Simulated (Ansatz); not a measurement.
Barrier from R1 to the saddle point P1, each structure at its B3LYP-D3(BJ)/def2-TZVP stationary point, reached from a drawn start; harmonic modes at that level show the others as minima.
R1, C2H6 (SMILES CC) (charge 0, multiplicity 1):
```xyz
8

C      0.00001     0.00000     0.76310
C     -0.00001     0.00000    -0.76310
H      1.01714     0.00000     1.16012
H     -0.50854     0.88085     1.16015
H     -0.50854    -0.88085     1.16015
H      0.50854     0.88085    -1.16015
H     -1.01714     0.00000    -1.16012
H      0.50854    -0.88085    -1.16015
```
P1, C2H6, a first-order saddle point (one imaginary mode, 300i cm⁻¹) (charge 0, multiplicity 1):
```json
[
 {"atom": "C", "x (Å)": "0.0000", "y (Å)": "0.0000", "z (Å)": "0.7700"},
 {"atom": "C", "x (Å)": "0.0000", "y (Å)": "0.0000", "z (Å)": "-0.7700"},
 {"atom": "H", "x (Å)": "1.0130", "y (Å)": "0.0000", "z (Å)": "1.1744"},
 {"atom": "H", "x (Å)": "-0.5065", "y (Å)": "0.8773", "z (Å)": "1.1744"},
 {"atom": "H", "x (Å)": "-0.5065", "y (Å)": "-0.8773", "z (Å)": "1.1744"},
 {"atom": "H", "x (Å)": "1.0130", "y (Å)": "0.0000", "z (Å)": "-1.1744"},
 {"atom": "H", "x (Å)": "-0.5065", "y (Å)": "0.8773", "z (Å)": "-1.1744"},
 {"atom": "H", "x (Å)": "-0.5065", "y (Å)": "-0.8773", "z (Å)": "-1.1744"}
]
```

P less R. No zero-point or thermal terms. No path was followed down from the saddle.

Correlated levels freeze the cores.

Codes used: Ansatz (a program for electronic structure). Each number belongs to the level named beside it.

Total energies in hartree:

```json
[
 {"structure": "R1", "PBE/def2-TZVPP": "-79.732724", "r2SCAN/def2-TZVPP": "-79.800205", "CCSD(T)/cc-pVQZ": "-79.698711"},
 {"structure": "P1", "PBE/def2-TZVPP": "-79.728613", "r2SCAN/def2-TZVPP": "-79.795709", "CCSD(T)/cc-pVQZ": "-79.694367"}
]
```

Q: Work out the barrier height at each level in kcal/mol (1 hartree = 627.50947 kcal/mol), and say how far PBE/def2-TZVPP lies from CCSD(T)/cc-pVQZ.

A: 
- PBE/def2-TZVPP: (-79.728613) − (-79.732724) = 0.004111 hartree = 2.58 kcal/mol
- r2SCAN/def2-TZVPP: (-79.795709) − (-79.800205) = 0.004496 hartree = 2.82 kcal/mol
- CCSD(T)/cc-pVQZ: (-79.694367) − (-79.698711) = 0.004344 hartree = 2.73 kcal/mol
PBE/def2-TZVPP less CCSD(T)/cc-pVQZ: -0.15 kcal/mol. CCSD(T)/cc-pVQZ is the level counted from, the highest shown, and no exact or measured value.
